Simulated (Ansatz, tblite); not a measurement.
Isomers of Zr₂O₆H₄ (singlet), found by a short tight-binding search and relaxed with r2SCAN-D4/def2-SVP in Ansatz.

In the def2 sets Zr takes a core potential; there is no spin–orbit coupling. The xTB rows come from tblite. Correlated methods freeze 6 core orbitals; core or outer-core shells of Zr are correlated, in sets that lack core-valence functions.

A: At CCSD(T)/def2-SVP the test of the restricted singlet for broken spin symmetry was undecided. It holds 1 O–O bond. B: At CCSD(T)/def2-SVP the test of the restricted singlet for broken spin symmetry was undecided. It holds 1 O–O bond.

Other spin states weren't relaxed.

A:

```tsv
atom	x (Å)	y (Å)	z (Å)
Zr1	-1.2136	0.6472	-1.7265
Zr2	0.4278	-0.4126	0.8840
O3	-1.1765	-1.2613	-0.0120
O4	0.8387	0.6077	-0.9125
O5	-1.6256	2.3208	-2.0738
O6	1.6377	-1.9043	1.0175
O7	0.5532	0.6333	2.5023
O8	-1.5880	0.1531	0.3270
H9	2.0792	-2.7558	1.0655
H10	1.5042	1.2821	-1.1079
H11	-1.6631	-0.4139	-3.2377
H12	0.2259	1.1036	3.2742
```

B:

```csv
atom,x (Å),y (Å),z (Å)
Zr1,0.1769,1.5561,0.1664
Zr2,0.2300,-1.7006,0.0911
O3,1.6958,-2.5184,-0.4536
O4,0.1422,0.0839,-1.2934
O5,-0.8188,3.1880,-0.0455
O6,-0.7525,0.2295,1.3630
O7,-1.2416,-2.9914,0.2946
O8,0.7159,-0.0738,1.4722
H9,1.9375,2.1258,0.3646
H10,-1.3260,4.0019,0.0145
H11,-1.3427,-3.9426,0.1810
H12,0.5833,0.0415,-2.1550
```

Task: Estimate which lies lowest at each level, and how far above it the others are (kJ/mol).

Result: 
```tsv
level	A	B
GFN1-xTB	0.0	9.4
GFN2-xTB	0.0	21.1
HF/def2-SVP	0.0	16.1
PBE-D4/def2-TZVP	0.0	4.6
BLYP-D4/def2-TZVP	0.0	6.0
r2SCAN-D4/def2-TZVP	0.0	6.3
r2SCANh-D4/def2-TZVP	0.0	6.8
PBE0-D4/def2-TZVP	0.0	6.6
MP2/def2-SVP	0.0	16.0
CCSD/def2-SVP	0.0	12.8
CCSD(T)/def2-SVP	0.0	12.9
```
Point groups (tolerance 0.1 Å): A not assigned, B not assigned. Lower isomers may exist.
